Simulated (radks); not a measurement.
The numbers below are computed, except where a source is named.
Problem. These are the eigenvalues of the occupied orbitals of an atom or ion with whole-number occupations (eV). Code: a radial shooting solver on a logarithmic mesh with Libxc functionals. Model: non-relativistic Kohn-Sham, SCAN, spin-unpolarised, spherical densities, point nucleus; meta-GGA in the generalised Kohn-Sham scheme.

| orbital | eigenvalue |
|---|---|
| 1s | -4872.734 |
| 2s | -555.3394 |
| 2p | -465.3686 |
| 3s | -79.6156 |
| 3p | -55.1755 |
| 3d | -17.9537 |
| 4p | -8.7350 |

Which element is it, and in what charge state? The configuration may be excited.

Solution. Z = 22, titanium, charge +1: Ti+ in [Ar] 3d1 4p2. The list shows which subshells hold electrons but not how many an open one holds; the 1s level, -179.07 hartree, gives Z - s = 18.9 by -(Z - s)^2/2, which with screening narrows Z to a few neighbours, and the depths of the outer levels then fix element, charge and occupations together.
